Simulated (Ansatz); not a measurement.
Stepwise reaction of `[SiH3][SiH2][InH2]` with hydrogen, as a gas-phase model of exchange steps in deposition or etching. ΔE in kJ/mol.

Isolated molecules relaxed with PBE0-D4/def2-TZVP in Ansatz; ΔE leaves out vibrations. CCSD(T)/CBS adds triple-zeta CCSD(T) − MP2 to the extrapolated MP2 energy (def2 sets, frozen cores). This one scheme is used for every species. Functionals use def2-TZVPP. B3LYP here is the variant with VWN-RPA as its local correlation; programs differ in this. def2 core potentials past Kr. For In outer-core shells are correlated without core-valence functions, which leaves a few kJ/mol of doubt a bond.

```tsv
step	reaction	PBE-D4	B3LYP-D4	ωB97M-V	CCSD(T)/CBS
1	`[SiH3][SiH2][InH2]` + H₂ → `[SiH3][InH2]` + SiH₄	5.4	-10.0	-14.3	-6.9
```

Give the row of step 2, `[SiH3][InH2]` + H₂ → `[InH3]` + SiH₄. (Best estimate.)

Ansatz gave: 
```json
{"step": "2", "reaction": "`[SiH3][InH2]` + H₂ → `[InH3]` + SiH₄", "PBE-D4": "20.3", "B3LYP-D4": "8.4", "ωB97M-V": "5.7", "CCSD(T)/CBS": "12.8"}
```

By hand: ΔE of the 2 steps together at CCSD(T)/CBS.

(-6.9) + (12.8) = 5.9 kJ/mol, or 3.0 kJ/mol a step.

In ΔE each step is higher than the one before. PBE-D4 differs from CCSD(T)/CBS by 7.5 to 12.3 kJ/mol a step. Isolated molecules leave out the surface, adducts and barriers. Largest T1 diagnostic: 0.014.
